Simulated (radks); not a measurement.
Problem. These are the eigenvalues of the occupied orbitals of an atom or ion with whole-number occupations (hartree). All-electron calculation, Dirac Kohn-Sham, LB94 model potential, spin-unpolarised, spherical densities, finite nucleus; Fermi nuclear charge, rms radius of each element as measured or else 0.836 A^(1/3) + 0.57 fm. Program: a radial shooting solver on a logarithmic mesh with Libxc functionals.

| orbital | eigenvalue |
|---|---|
| 1s1/2 | -281.6751 |
| 2s1/2 | -33.79772 |
| 2p1/2 | -29.44817 |
| 2p3/2 | -28.89262 |
| 3s1/2 | -3.95752 |
| 3p1/2 | -2.66925 |
| 3p3/2 | -2.60041 |
| 3d3/2 | -0.53427 |
| 3d5/2 | -0.52665 |
| 4s1/2 | -0.35175 |

Which element is it, and in what charge state? The configuration may be excited. Open shells, if any, fill j = l - 1/2 first.

Solution. Z = 27, cobalt, charge 0: Co in [Ar] 3d7 4s2. The list shows which subshells hold electrons but not how many an open one holds; the 1s level, -281.68 hartree, gives Z - s = 23.7 by -(Z - s)^2/2, which with screening and relativity narrows Z to a few neighbours, and the depths of the outer levels then fix element, charge and occupations together.
